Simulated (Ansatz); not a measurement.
Geometry optimisation, Ansatz 0.2.0, RKS r2SCANh-D4/def2-SVP.

Input:

```yaml
crystal:
  periodic: [false, false, false]
  atoms:
    - { symbol: Ge, position_ang: [-0.062568, -0.149117, -0.028804] }
    - { symbol: H, position_ang: [-0.119437, -0.122984, 1.513921] }
    - { symbol: O, position_ang: [1.627098, -0.160598, -0.593515] }
    - { symbol: H, position_ang: [1.951397, -1.053939, -0.743013] }
    - { symbol: H, position_ang: [-0.707528, 1.117175, -0.588531] }
    - { symbol: H, position_ang: [-0.756817, -1.408311, -0.58563] }
    - { symbol: P, position_ang: [1.640683, 2.52431, 1.42276] }
    - { symbol: H, position_ang: [2.702285, 1.575325, 1.410264] }
    - { symbol: H, position_ang: [1.402398, 2.373357, 0.028983] }
    - { symbol: H, position_ang: [0.681589, 1.542482, 1.796066] }
basis:
  gaussian: { orbitals: def2-SVP }
hamiltonian:
  xc: r2scanh
  dispersion: d4
relax:
  f_tol: 0.03
  max_steps: 50
```

Launched with:

```bash
$ ansatz run input.yaml --threads 4 --pin off --max-ram 5120MiB --backend cpu --events-out ev --progress --plain --runs-dir out
```

Q: Where does it end, and by what steps?

A: The forces met the threshold. The force dipped under the threshold on the way, but the program's further checks kept it going. After 20 steps the energy has fallen by 0.239 eV; H9 moved furthest, 1.13 Å.

| step | energy less start (eV) | largest force component (eV/Å) | accepted |
| --- | --- | --- | --- |
| 0 | 0.0000 | 0.412 | yes |
| 1 | -0.1473 | 0.138 | yes |
| 2 | -0.1913 | 0.102 | yes |
| 3 | -0.1955 | 0.650 | yes |
| 4 | -0.2039 | 0.241 | yes |
| 5 | -0.2075 | 0.093 | yes |
| 6 | -0.1796 | 0.559 | no |
| 7 | -0.2112 | 0.076 | yes |
| 8 | -0.2147 | 0.123 | yes |
| 9 | -0.2167 | 0.161 | yes |
| 10 | -0.2188 | 0.169 | yes |
| 11 | -0.2251 | 0.227 | yes |
| 12 | -0.2203 | 0.613 | no |
| 13 | -0.2298 | 0.074 | yes |
| 14 | -0.2327 | 0.127 | yes |
| 15 | -0.2338 | 0.311 | yes |
| 16 | -0.2377 | 0.020 | yes |
| 17 | -0.2381 | 0.022 | yes |
| 18 | -0.2385 | 0.031 | yes |
| 19 | -0.2386 | 0.018 | yes |
| 20 | -0.2387 | 0.008 | yes |

```xyz
10
Properties=species:S:1:pos:R:3
Ge -0.173 -0.458 -0.172
H -0.331 -0.575 1.353
O 1.556 -0.461 -0.618
H 2.023 -1.237 -0.290
H -0.690 0.882 -0.688
H -0.887 -1.633 -0.860
P 2.169 2.659 1.515
H 2.278 1.504 0.685
H 1.418 3.380 0.540
H 0.995 2.175 2.167
```

Whether the end is a true minimum wasn't checked by a vibrational analysis.

Run time: 32 s on 4 threads of AMD EPYC 7B13 (Zen 3) (shared host), peak memory 0.27 GiB.
